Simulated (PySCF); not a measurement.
# Static response to an electric field

Species: C6H11N.
SMILES with atom numbers: `[CH2:1]=[C:2](/[CH:3]=[CH:4]\[CH3:5])[CH2:6][NH2:7]` (hydrogens: H8, H9 on C1; H10 on C3; H11 on C4; H12, H13, H14 on C5; H15, H16 on C6; H17, H18 on N7)

Geometry (GFN2-xTB, Å), atoms numbered from 1 in this order:
```
atom  x, y, z in Å
C1    -0.6232    1.0720    1.8860
C2    -0.2539    0.3635    0.8191
C3     0.6701   -0.7547    0.9827
C4     1.4463   -1.3871    0.1024
C5     1.6519   -1.1174   -1.3524
C6    -0.8380    0.6723   -0.5389
N7    -2.0880    1.4104   -0.4209
H8    -1.3016    1.9007    1.7952
H9    -0.2391    0.8554    2.8686
H10    0.7272   -1.0983    2.0095
H11    2.0326   -2.2186    0.4758
H12    1.0258   -1.7801   -1.9528
H13    2.6884   -1.3214   -1.6172
H14    1.4240   -0.0905   -1.6175
H15   -0.9515   -0.2726   -1.0953
H16   -0.1457    1.3127   -1.0973
H17   -2.4633    1.6050   -1.3427
H18   -2.7708    0.8548    0.0842
```

Level: PBE0/def2-SVPD (PySCF), static field, nuclei fixed, core orbitals frozen in the response. The polarisability tensor in these axes (au):

```
x    83.56 -22.10 -11.30
y   -22.10  81.10  13.39
z   -11.30  13.39  93.34
```

Problem. Give the principal values, the mean and the anisotropy Δα = √{½[(α1 − α2)² + (α2 − α3)² + (α1 − α3)²]}.

Solution. Principal values 60.06, 80.74 and 117.21 au; mean 86.00 au = 12.74 Å³ = 14.18 × 10⁻⁴⁰ C²·m²/J; Δα = 50.12 au (58 % of the mean).

Problem. What is the dipole moment, and where does it point?

Solution. (-0.26, -0.99, -1.22) D, 1.60 D in size, pointing from the negative to the positive side. Measured along this direction, the outermost atoms are H9 at the negative end and H12 at the positive end.

Problem. Orientational against electronic polarisability at 273 K (dilute gas, rigid molecules)?

Solution. In Gaussian units μ²/3kT = 22.59 Å³ against 12.74 Å³, a ratio of 1.77; the Debye molar polarisation (4π/3)N_A(α + μ²/3kT) is 89.1 cm³/mol, leaving out the vibrational part.

Problem. What molar refraction does this α imply?

Solution. Lorentz–Lorenz: R = (4π/3)N_A α = 2.5225 cm³/(mol·Å³) × 12.74 Å³ = 32.1 cm³/mol, in the limit of long wavelengths.

Problem. Find the Langevin capture rate constant for H3+ (3.023 u) meeting this molecule (97.089 u), k = 2.342 × 10⁻⁹ cm³/s × √(α in Å³ / reduced mass in u).

Solution. The reduced mass is 2.93 u, so k = 4.88 × 10⁻⁹ cm³/s. The formula leaves out the permanent dipole, which adds to the capture rate.

The structure is a single GFN2-xTB conformer in the gas phase; no vibrational or solvent corrections.
